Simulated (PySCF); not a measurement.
Continuum solvent and chemical shifts

Bonds (- single, = double, # triple, : aromatic): C1-C2, C2-C3, C2-Si4, Si4-O5, Si4-C6, C6#C7, C7-Si8. C1 carries H9, H10, H11; C2 carries H12; C3 carries H13, H14, H15; Si4 carries H16; O5 carries H17; Si8 carries H18, H19, H20. Stereochemistry as in CC(C)[Si@H](O)C#C[SiH3].

GIAO PBE0/pcSseg-1 in PySCF 2.14.0 with density-fitted response routines on one PBE0-D3(BJ)/def2-SVP conformer, non-relativistic, equivalent nuclei averaged. Solvents enter as an IEF-PCM continuum (chloroform with ε = 4.7, dichloromethane with ε = 8.9) around the gas-phase geometry. Shifts are referred to TMS computed in the same medium.

Gas phase, δ in ppm: C6 122.4, C7 110.6, C2 17.4, C3 16.3, C1 15.7, Si4 -20.3, Si8 -96.9, H16 4.75, H18/H19/H20 4.17, H17 1.08, H13/H14/H15 1.05, H9/H10/H11 0.95, H12 0.82. Dipole moment 1.56 D.

Q: How does each δ change in the continuum?

A: 
| atoms | environment | Δδ, chloroform | Δδ, dichloromethane |
| --- | --- | --- | --- |
| C6 | alkyne carbon | +0.7 | +0.8 |
| C7 | alkyne carbon | +1.6 | +1.9 |
| C2 | sp3 CH bonded to Si | +0.7 | +0.9 |
| C3 | methyl carbon | +0.3 | +0.4 |
| C1 | methyl carbon | +0.3 | +0.4 |
| Si4 | silicon bonded to 2 C, O, H | +0.4 | +0.4 |
| Si8 | silicon bonded to C, 3 H | 0.0 | 0.0 |
| H16 | hydrogen on a silicon bonded to 2 C, O | -0.05 | -0.06 |
| H18/H19/H20 | hydrogen on a silicon bonded to C | +0.01 | +0.01 |
| H17 | hydrogen on an oxygen bonded to Si | +0.65 | +0.78 |
| H13/H14/H15 | hydrogen on a methyl carbon | +0.01 | +0.02 |
| H9/H10/H11 | hydrogen on a methyl carbon | 0.00 | 0.00 |
| H12 | hydrogen on an sp3 CH bonded to Si | +0.10 | +0.12 |

Changes are relative to the gas phase. The dipole moment becomes 1.83 D in chloroform, 1.89 D in dichloromethane.

Q: Which of the listed nuclei move most (in ppm), and what does the model miss? (N and O are left out, as their reference compounds move with the solvent too.)

A: C7 (alkyne carbon, +1.9 ppm) in dichloromethane. A continuum only polarises the solute; specific hydrogen bonds, the anisotropy of aromatic solvents and changes of geometry or conformer are outside it.
